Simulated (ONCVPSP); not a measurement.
**Transferability test, ONCV potential for Rb (Z = 37)**

```
Element                 : Rb
Generator               : ONCVPSP 4.0.1
Type                    : optimised norm-conserving Vanderbilt (ONCV)
Functional              : LDA (Perdew-Zunger)
Relativity              : fully relativistic
Frozen core             : [Ar] 3d10
Valence charge          : 9
Reference configuration : 4s2 4p6 5s0.75 (charge +0.25)
Partial waves           : 4s+5s: rc 2.75 bohr, ncon 4, nbas 7, qcut 5.5 1/bohr, 2 projectors; 4p: rc 2.25 bohr, ncon 3, nbas 6, qcut 7.1 1/bohr, 1 projector; d scattering state at 0.36 Ha: rc 2.25 bohr, ncon 4, nbas 8, qcut 4.6 1/bohr, local
Local potential         : the d channel
Core correction         : polynomial model core, fcfact 0.3
```

Open shells are filled in proportion to 2j + 1.

Energies are relative to the spin-unpolarised reference configuration 4s2 4p6 5s0.75; without spin polarisation the order of configurations can differ from experiment. The d channel is local and has no spin–orbit splitting in the pseudo-atom.

| valence configuration | charge | ΔE all-electron (eV) | error AE − PS (meV) |
| --- | --- | --- | --- |
| 4s2 4p6 5s1 | 0 | -0.709 | 0.0 |
| 4s2 4p6 5s0.5 | +0.5 | 0.950 | 0.0 |

Q: What are ΔE and the potential's error for 4s2 4p6 5s0 5p1?

A: ΔE = 0.911 eV all-electron; the error (AE − PS) is -3.6 meV.

Q: What are ΔE and the potential's error for 4s2 4p6 5s0?

A: ΔE = 3.568 eV all-electron; the error (AE − PS) is -0.2 meV.

These tests converged, but a pseudo level misses the all-electron one widely, so the file describes the atom poorly there or has found another state: 4s2 4p6 5s0 5p1: empty 5s by 3.0 eV.
